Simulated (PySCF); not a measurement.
Substituent effects on chemical shifts

Parent skeleton `[CH3:1][CH2:2][Si:3]([CH3:4])([SiH3:5])[SiH3:6]`; one hydrogen on atom 4 is replaced by X. Hydrogens on one atom are averaged.

Computed data (PySCF 2.14.0 with density-fitted response routines): coordinates at the GFN2-xTB level, shielding tensors at PBE0/pcSseg-1 (GIAO). Single conformer, non-relativistic, averaged over atoms made equivalent by symmetry, fast rotation or ring inversion, isolated molecule.

Referencing at the same level of theory: ¹³C (σ = 186.93 ppm) and ²⁹Si (σ = 349.16 ppm) and ¹H (σ = 31.72 ppm) against TMS.

Parent (X = H): C1 12.9, C2 12.9, Si3 -43.2, C4 -1.7, Si5/Si6 -116.2, H(C1) 1.17, H(C2) 0.98, H(C4) 0.29, H(Si5)/H(Si6) 3.43 ppm. Effects are Δδ = δ(X) − δ(H), positive for deshielding.

Task: Give Δδ (ppm) for X = NHSiH3, NHCH3, CN, CH3.

Result: 
```tsv
X	SMILES	C1	C2	Si3	C4	Si5/Si6	H(C1)	H(C2)	H(C4)	H(Si5)/H(Si6)
NHSiH3	CC[Si]([SiH3])([SiH3])CN[SiH3]	+0.2	-3.0	+9.5	+39.1	-2.5	+0.01	+0.01	+2.33	+0.02
NHCH3	CC[Si]([SiH3])([SiH3])CNC	-0.8	-5.5	+4.7	+42.0	-1.8	-0.06	-0.17	+1.98	-0.01
CN	CC[Si]([SiH3])([SiH3])CC#N	-0.2	-1.0	+11.3	+1.7	+1.9	-0.04	-0.13	+1.39	+0.20
CH3	CC[Si]([SiH3])([SiH3])CC	-0.5	-4.8	+4.5	+9.8	-0.9	-0.05	-0.11	+0.58	-0.03
```

Task: Which position responds most, and to which substituents?

Result: C4: from +1.7 ppm with CN to +42.0 ppm with NHCH3.
